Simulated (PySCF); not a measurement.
# Br⁺: ionisation energy

Br⁺ [Ar] 3d10 4s2 4p4 (3P) → Br²⁺ [Ar] 3d10 4s2 4p3 (4S), as a difference of total energies. Computed with PySCF 2.14 in ANO-RCC-VTZP, with the spin-free X2C one-electron Hamiltonian (Gaussian nucleus). Correlated levels: valence: [Ar] 3d10 frozen; valence and next inner shell: [Ne] frozen. The calculations carry no spin-orbit coupling.

Question: Order these methods by the ionisation energy they give, lowest first.
A. LDA
B. MP2 (valence and next inner shell)
C. UHF
D. HSE06

Answer: C (20.265 eV), B (21.016 eV), D (21.448 eV), A (21.656 eV).

Errors of the correlated levels include the incompleteness of this basis and the frozen core.

For comparison: 21.409 eV (measured; NIST levels, between the centres of gravity of the two terms).
